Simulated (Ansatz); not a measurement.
Program: Ansatz. Geometries: PBE0-D4/def2-TZVP. ΔE: electronic, gas phase. CCSD(T)/CBS is the MP2 limit (def2-TZVPP, def2-QZVPP) plus CCSD(T) − MP2 in def2-TZVPP, frozen cores. DFT in def2-TZVPP. B3LYP here is the variant with VWN-RPA as its local correlation; programs differ in this. For Ge outer-core shells are correlated without core-valence functions, which leaves a few kJ/mol of doubt a bond. Scalar relativity is left out up to krypton. Each species was taken in one conformer, which may not be the lowest.

Reaction (cleavage of the Si–Ge bond): `[OH][GeH]([F])[SiH3]` + `[OH][GeH]([OH])[OH]` → `[OH][GeH]([OH])[O][SiH3]` + `[OH][GeH2][F]`

`[OH][GeH]([F])[SiH3]`:

```xyz
9

O    -1.228   -1.465   -0.610
Ge   -0.729   -0.153    0.467
F    -0.348   -0.885    2.009
Si    1.274    0.762   -0.439
H    -2.060   -1.872   -0.355
H    -1.929    0.765    0.784
H     1.785    1.798    0.494
H     0.968    1.379   -1.754
H     2.267   -0.328   -0.596
```

`[OH][GeH]([OH])[OH]`:

Cartesian coordinates in Å:
```
O -0.859 -1.453 0.275
Ge 0.361 -0.178 0.252
O -0.378 1.406 0.537
O 1.046 -0.007 -1.361
H -1.399 -1.460 -0.521
H 1.404 -0.574 1.294
H -1.018 1.407 1.252
H 0.844 0.859 -1.727
```

`[OH][GeH]([OH])[O][SiH3]`:

Z-matrix (Å, degrees):
```
Ge
O 1 1.763
O 1 1.764 2 105.6
O 1 1.760 2 108.2 3 118.3
H 1 1.524 2 114.0 3 -121.1
H 2 0.961 1 111.5 3 11.1
Si 3 1.641 1 134.5 2 127.2
H 4 0.961 1 112.3 2 -28.2
H 7 1.488 3 111.0 1 -60.2
H 7 1.484 3 107.4 1 -179.4
H 7 1.487 3 111.1 1 60.9
```

`[OH][GeH2][F]`:

```xyz
6

O    -0.590   -0.684   -1.039
Ge    0.359    0.075    0.234
F     0.006    1.777    0.211
H    -1.536   -0.662   -0.878
H    -0.062   -0.402    1.630
H     1.823   -0.104   -0.158
```

(1) Is it downhill or uphill in electronic energy at CCSD(T)/CBS, and by how much? (An estimate is asked.)

(2) What do these levels give: PBE-D4, ωB97X-V, B2PLYP, PBE, PBE0, B3LYP, HF/def2-TZVPP, MP2/def2-TZVPP, SCS-MP2/def2-TZVPP, CCSD/def2-TZVPP, CCSD(T)/def2-TZVPP, HF/CBS(def2)? (Best estimate.)

Largest T1 diagnostic among the species: 0.013.

Answers

(1) Ansatz gave: Downhill: ΔE = -20.8 kcal/mol.

(2) Computed: PBE-D4 -14.9, ωB97X-V -20.5, B2PLYP -21.3, PBE -14.7, PBE0 -17.0, B3LYP -19.8, HF/def2-TZVPP -26.9, MP2/def2-TZVPP -22.7, SCS-MP2/def2-TZVPP -23.7, CCSD/def2-TZVPP -22.0, CCSD(T)/def2-TZVPP -21.4, HF/CBS(def2) -27.6 kcal/mol.

In def2-TZVPP, CCSD(T) changes the Hartree–Fock value by +5.5 kcal/mol (the triples alone add +0.6 kcal/mol) and MP2 by +4.1 kcal/mol. From PBE to PBE0 (25 % exact exchange), in def2-TZVPP and without D4, ΔE moves by −2.3 kcal/mol.
